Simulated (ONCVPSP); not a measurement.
Logarithmic derivatives: scandium, ONCV

Sc, optimised norm-conserving Vanderbilt (ONCV), made with ONCVPSP 4.0.1 (PBE, scalar-relativistic). Core [Ar], reference 3d1 4s2. Waves: 4s: rc 2.75 bohr, ncon 4, nbas 7, qcut 2.5 1/bohr, 3 projectors, debl 2 Ha; p scattering state at 0.33 Ha: rc 2.55 bohr, ncon 4, nbas 8, qcut 2.9 1/bohr, 2 projectors, debl 1.8 Ha; 3d: rc 1.55 bohr, ncon 4, nbas 7, qcut 9.7 1/bohr, 2 projectors, debl 2.6 Ha. Local part: polynomial inside 1.20 bohr (lpopt 5, dvloc0 4 Ha). Core correction: none.

The phase is arctan(r·R′/R) of the radial function R(r), unwrapped; energies in Ha, scanned from -2 to 5 Ha. A pole is an energy at which the radial function vanishes at the test radius. The pseudo phase is shifted by a multiple of π to meet the all-electron one at the reference energy, and phase errors are pseudo minus all-electron; the curves can meet again beyond the range given. Levels narrower than the energy grid can be missing from the lists of poles.

For each channel, where are the poles, and over which energies does the pseudopotential scatter like the atom?

| channel | radius (bohr) | reference energy (Ha) | poles, all-electron | poles, pseudo | unbroken range about the reference energy with phases within 0.05 rad | phase error 1 Ha above the reference energy (rad) |
| --- | --- | --- | --- | --- | --- | --- |
| s | 2.79 | -0.15 | 1.02, 4.88 | 1.01, 2.99, 4.91 | -1.9 to 2.5 | -0.001 |
| p | 2.60 | 0.33 | -1.19, 1.82 | 1.81, 2.62 | -0.4 to 2.5 | -0.006 |
| d | 1.57 | -0.12 | 0.98 | 0.98 | the whole range | +0.000 |

Note: no bound ghost flagged; GHOST(+) flagged for p at 68.6 eV, s at 81.2 eV.

Phases in the d channel:

```csv
E (Ha),all-electron,pseudo
-1.98,1.040,1.040
-1.80,0.990,0.990
-1.62,0.927,0.927
-1.44,0.844,0.845
-1.26,0.733,0.733
-1.08,0.577,0.577
-0.90,0.355,0.356
-0.72,0.054,0.054
-0.54,-0.305,-0.305
-0.36,-0.647,-0.647
-0.18,-0.914,-0.914
0.00,-1.107,-1.107
0.18,-1.246,-1.245
0.36,-1.348,-1.348
0.54,-1.428,-1.428
0.72,-1.492,-1.492
0.90,-1.547,-1.547
1.08,-1.596,-1.596
1.26,-1.640,-1.640
1.44,-1.683,-1.683
1.62,-1.726,-1.726
1.80,-1.771,-1.771
1.98,-1.819,-1.819
2.16,-1.874,-1.874
2.34,-1.938,-1.938
2.52,-2.016,-2.016
2.70,-2.116,-2.116
2.88,-2.248,-2.248
3.06,-2.430,-2.429
3.24,-2.679,-2.678
3.42,-2.999,-2.996
3.60,-3.345,-3.341
3.78,-3.651,-3.646
3.96,-3.883,-3.878
4.14,-4.050,-4.045
4.32,-4.170,-4.166
4.50,-4.260,-4.255
4.68,-4.328,-4.324
4.86,-4.383,-4.378
```
